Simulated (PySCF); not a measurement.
# Correlation energy of Se⁻ (selenium, charge -1)

[Ar] 3d10 4s2 4p5, 2P determinant. Calculation: PySCF 2.14, in x2c-TZVPPall with one added diffuse shell each of s, p, d type (7s6p5d1f, 57 functions); the spin-free X2C one-electron Hamiltonian (Gaussian nucleus). Frozen: [Ar] 3d10; 7 electrons correlated.

```csv
level,correlation energy (mhartree)
CCSD,-150.18
(T),-5.93
CCSD(T),-156.11
```

Diagnostics: T1 = 0.0095, D1 = 0.0236, largest double amplitude 0.033.

Is a single reference adequate?

Yes, within this model without spin-orbit coupling: T1 lies below 0.03 and no double amplitude reaches 0.07.
